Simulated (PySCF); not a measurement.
VOBr₂, SMILES [O]=[V]([Br])[Br] (connectivity only; charge and spin as stated), neutral, multiplicity 2.

The structure is a stationary point at B3LYP-D3(BJ)/def2-SVP. The multiplicity is an assumed one; other spin states were not compared.

All values below come from TDA-PBE/def2-SVPD in PySCF 2.14.0.

Vertical excitations. Gas-phase values at a fixed geometry.

```csv
state,energy (eV),λ (nm),f,main pairs
root 1,0.59,2084,0.000,α HOMO→LUMO 100 %
root 2,1.88,660,0.001,α HOMO→LUMO+1 99 %
root 3,2.14,580,0.000,α HOMO−1→LUMO 98 %
root 4,2.56,484,0.000,α HOMO−2→LUMO 97 %
root 5,2.59,478,0.000,β HOMO→LUMO 98 %
root 6,2.61,475,0.000,"α HOMO−4→LUMO 57 %, β HOMO−3→LUMO 41 %"
root 7,2.66,466,0.007,"α HOMO−3→LUMO 70 %, β HOMO−2→LUMO 28 %"
root 8,2.80,443,0.001,α HOMO→LUMO+2 97 %
root 9,2.98,416,0.000,β HOMO−1→LUMO 96 %
root 10,3.12,398,0.000,β HOMO→LUMO+1 95 %
```
Unrestricted roots are not spin-pure.
